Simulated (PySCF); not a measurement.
LaH: one state, many levels of theory

State: singlet, about 0.0 electrons in the 4f shell (Mulliken). Set-up: La x2c-SVPall, H x2c-SVPall; spin-free X2C with a Gaussian nucleus (PySCF 2.14). De refers to La (5d1 6s2) + H in their high-spin ground configurations, without counterpoise correction. A positive dipole means La(−)H(+). Levels whose curve was spin-contaminated or gave no clean fit are not listed.

```
      Level  Re (Å)  ωe (cm⁻¹)  De (eV)  μ (D)  CPU s a point (SCF and correlation, without the integrals)
        RHF   2.052       1416      n/a  -2.34                                                        0.26
    RHF-MP2   1.991       1477      n/a    n/a                                                        0.42
RHF-SCS-MP2   2.000       1469      n/a    n/a                                                         n/a
   RHF-CCSD   2.010       1425     2.69    n/a                                                         n/a
RHF-CCSD(T)   2.012       1412     2.72    n/a                                                         4.5
```

(1) What does second-order correlation do here, going from RHF to RHF-MP2?

(2) What does the triples do here, going from RHF-CCSD to RHF-CCSD(T)?

(3) What does all correlation do here, going from RHF to RHF-CCSD(T)?

Correlated steps freeze 18 core orbitals. Correlated levels converge slowly with the basis: in double zeta they bind strong bonds too weakly, by up to about 1 eV, and carry superposition errors of some tenths. These are scalar-relativistic numbers at best; spin–orbit coupling would shift them, the dissociation energy most. Where the molecule has an RHF reference, its open-shell atoms are computed with UHF.

The whole job (state search and all levels along the bond) took about 4 min on 2 threads of Arm Neoverse V1 (shared host), peak memory 1.4 GiB.

## Answers

(1) RHF-MP2 less RHF: -6.1 pm in Re, +4.3 % in ωe. Correlation nearly always deepens the well. The bond shortens, as in weak, metallic or heavy-atom bonds, where dispersion and the correlation of outer-core electrons pull the atoms together.

(2) RHF-CCSD(T) less RHF-CCSD: +0.2 pm in Re, -0.9 % in ωe, +0.03 eV in De. Correlation nearly always deepens the well. The bond lengthens, as in strong covalent bonds, where excitations into antibonding orbitals dominate.

(3) RHF-CCSD(T) less RHF: -4.0 pm in Re, -0.3 % in ωe. Correlation nearly always deepens the well. The bond shortens, as in weak, metallic or heavy-atom bonds, where dispersion and the correlation of outer-core electrons pull the atoms together.
